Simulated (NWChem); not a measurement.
System: CH₅NOSi₂; SMILES O[Si@@H]1C=N[SiH2]1

Here is an NWChem input.

```
start job
memory heap 200 mb stack 900 mb global 1100 mb
geometry units angstroms noautosym nocenter noautoz
  O     -0.268466     2.295151    -0.514034
  Si     0.030074     0.900378     0.348405
  C      1.460613    -0.319634    -0.061096
  N      0.973301    -1.510839    -0.062551
  Si    -0.817893    -1.263671     0.003630
  H     -0.444178     2.195412    -1.454566
  H      0.125397     1.364364     1.764303
  H      2.551213    -0.171946    -0.191651
  H     -1.511635    -2.083799     1.043853
  H     -1.421121    -1.589569    -1.325241
end
basis spherical
  * library pcsseg-1
end
dft
  xc pbe0
  iterations 150
end
property
  shielding
end
task dft property
```

Output (shortened):

```
             Northwest Computational Chemistry Package (NWChem) 7.3.0
             --------------------------------------------------------

                             Geometry "geometry" -> ""
                             -------------------------

 Output coordinates in angstroms (scale by  1.889725989 to convert to a.u.)

  No.       Tag          Charge          X              Y              Z
 ---- ---------------- ---------- -------------- -------------- --------------
    1 O                    8.0000    -0.26846600     2.29515100    -0.51403400
    2 Si                  14.0000     0.03007400     0.90037800     0.34840500
    3 C                    6.0000     1.46061300    -0.31963400    -0.06109600
    4 N                    7.0000     0.97330100    -1.51083900    -0.06255100
    5 Si                  14.0000    -0.81789300    -1.26367100     0.00363000
    6 H                    1.0000    -0.44417800     2.19541200    -1.45456600
    7 H                    1.0000     0.12539700     1.36436400     1.76430300
    8 H                    1.0000     2.55121300    -0.17194600    -0.19165100
    9 H                    1.0000    -1.51163500    -2.08379900     1.04385300
   10 H                    1.0000    -1.42112100    -1.58956900    -1.32524100

 Effective nuclear repulsion energy (a.u.)     273.3233300366

                              NWChem Property Module
                              ----------------------

  itol2e modified to match energy
  convergence criterion.

                                 NWChem DFT Module
                                 -----------------

 Summary of "ao basis" -> "ao basis" (spherical)
 ------------------------------------------------------------------------------
       Tag                 Description            Shells   Functions and Types
 ---------------- ------------------------------  ------  ---------------------
 O                          pcsseg-1                 7       17   3s3p1d
 Si                         pcsseg-1                10       24   4s5p1d
 C                          pcsseg-1                 7       17   3s3p1d
 N                          pcsseg-1                 7       17   3s3p1d
 H                          pcsseg-1                 3        5   2s1p

  itol2e modified to match energy
  convergence criterion.

[...]

          -----------------------------------------
          Chemical Shielding Tensors (GIAO, in ppm)
          -----------------------------------------

                                NWChem CPHF Module
                                ------------------

  scftype          =     RHF
  nclosed          =       27
  nopen            =        0
  variables        =     2619
  # of vectors     =        3
  tolerance        = 0.10D-03
  level shift      = 0.00D+00
  max iterations   =       50
  max subspace     =       30

 SCF residual:    5.8669908339934800E-005

Iterative solution of linear equations
  No. of variables     2619
  No. of equations        3
  Maximum subspace       30
        Iterations       50
       Convergence  1.0D-04

   iter   nsub   residual    time
   ----  ------  --------  ---------
     1      3    8.09D-01      74.0
     2      6    1.61D-01      81.8
     3      9    5.09D-03      89.7
     4     12    6.16D-04      97.6
     5     15    5.20D-05     105.5

      Atom:    1  O
        Diamagnetic
    377.5704     -4.9593      6.2790
     -4.9593    395.6362    -10.6850
      6.2790    -10.6850    399.5998

        Paramagnetic
    -81.4590     10.2668    -34.4267
     10.2668   -108.7016     22.4811
    -34.4267     22.4811   -183.1318

        Total Shielding Tensor
    296.1115      5.3075    -28.1477
      5.3075    286.9346     11.7961
    -28.1477     11.7961    216.4680

           isotropic =     266.5047
          anisotropy =      58.0257

          Principal Components and Axis System
                 1           2           3
              305.1885    288.8292    205.4964

      1         0.9527     -0.0388      0.3013
      2         0.0894      0.9837     -0.1559
      3        -0.2904      0.1755      0.9407

      Atom:    2  Si
        Diamagnetic
    877.0772     -2.6107      0.2136
     -2.6107    884.3484     -1.5241
      0.2136     -1.5241    874.6944

        Paramagnetic
   -498.7804     34.2531     20.9810
     34.2531   -507.4693     -9.7916
     20.9810     -9.7916   -559.9003

        Total Shielding Tensor
    378.2968     31.6424     21.1947
     31.6424    376.8791    -11.3158
     21.1947    -11.3158    314.7942

           isotropic =     356.6567
          anisotropy =      79.7785

          Principal Components and Axis System
                 1           2           3
              409.8423    357.8456    302.2822

      1         0.7330     -0.5727     -0.3671
      2         0.6751      0.6784      0.2898
      3         0.0831     -0.4602      0.8839

      Atom:    3  C
        Diamagnetic
    259.6109      2.3745     -1.6795
      2.3745    271.4260      1.7580
     -1.6795      1.7580    244.3203

        Paramagnetic
   -404.7459    -25.9480     21.7261
    -25.9480   -343.9333    -22.0073
     21.7261    -22.0073   -156.5426

        Total Shielding Tensor
   -145.1350    -23.5735     20.0466
    -23.5735    -72.5073    -20.2493
     20.0466    -20.2493     87.7777

           isotropic =     -43.2882
          anisotropy =    -164.4072

          Principal Components and Axis System
                 1           2           3
             -152.8930     92.5087    -69.4803

      1         0.9618      0.0966     -0.2561
      2         0.2675     -0.1348      0.9541
      3        -0.0576      0.9862      0.1555

      Atom:    4  N
        Diamagnetic
    336.6941     11.7697     -0.5652
     11.7697    329.5843     -0.2980
     -0.5652     -0.2980    316.0632

[...]
```

Level: PBE0/pcSseg-1, GIAO. The geometry was optimised at PBE0/def2-SVP. The printed shielding anisotropy is the first printed principal value minus the mean of the other two.
